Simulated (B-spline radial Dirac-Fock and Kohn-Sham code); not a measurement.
# Ionisation energies of neodymium ions, computed and tabulated

The computed values come from a B-spline atomic structure program: Dirac-Fock ΔSCF + Breit + QED. Each value is the difference of the configuration-average energies of two neighbouring ions in their tabulated ground configurations. Correlation and solid-state effects are left out. NIST's values refer to the lowest levels; many for high charge states are themselves semi-empirical or theoretical. Where a p, d or f shell is open in either ion the computed value averages over both j values and all terms, while the table refers to the lowest levels; that difference holds spin-orbit splitting (largest in heavy or highly charged ions), term energies where several electrons share open shells, and correlation, and it can reach 10 % or more.

```csv
ion,configuration,computed (eV),NIST (eV),kind,NIST − computed (eV)
Nd¹⁴⁺,[Kr] 4d10,390.7,389 ± 3,theoretical,-1.66
Nd¹⁵⁺,[Kr] 4d9,423.5,420 ± 3,theoretical,-3.50
Nd¹⁶⁺,[Kr] 4d8,457.0,453 ± 3,theoretical,-4.05
Nd¹⁷⁺,[Kr] 4d7,491.3,489 ± 3,theoretical,-2.28
Nd¹⁸⁺,[Kr] 4d6,526.2,522 ± 3,theoretical,-4.20
Nd¹⁹⁺,[Kr] 4d5,561.8,562 ± 4,theoretical,+0.21
Nd²⁰⁺,[Kr] 4d4,598.0,602 ± 4,theoretical,+3.96
Nd²¹⁺,[Kr] 4d3,635.0,638 ± 4,theoretical,+3.04
Nd²²⁺,[Kr] 4d2,672.5,678 ± 4,theoretical,+5.46
Nd²³⁺,[Kr] 4d1,710.8,714 ± 4,theoretical,+3.23
Nd²⁴⁺,[Ar] 3d10 4s2 4p6,868.4,859 ± 4,theoretical,-9.37
Nd²⁵⁺,[Ar] 3d10 4s2 4p5,907.9,896 ± 4,theoretical,-11.89
Nd²⁶⁺,[Ar] 3d10 4s2 4p4,947.9,939 ± 4,theoretical,-8.90
Nd²⁷⁺,[Ar] 3d10 4s2 4p3,988.4,978 ± 4,theoretical,-10.38
Nd²⁸⁺,[Ar] 3d10 4s2 4p2,1029.3,1049 ± 4,theoretical,+19.66
```

Problem. Where in this range is the largest relative jump, and why?

Solution. From Nd²³⁺ (710.8 eV) to Nd²⁴⁺ (868.4 eV), a factor of 1.22. The configuration goes from [Kr] 4d1 to [Ar] 3d10 4s2 4p6, so the next electron comes out of a deeper subshell.
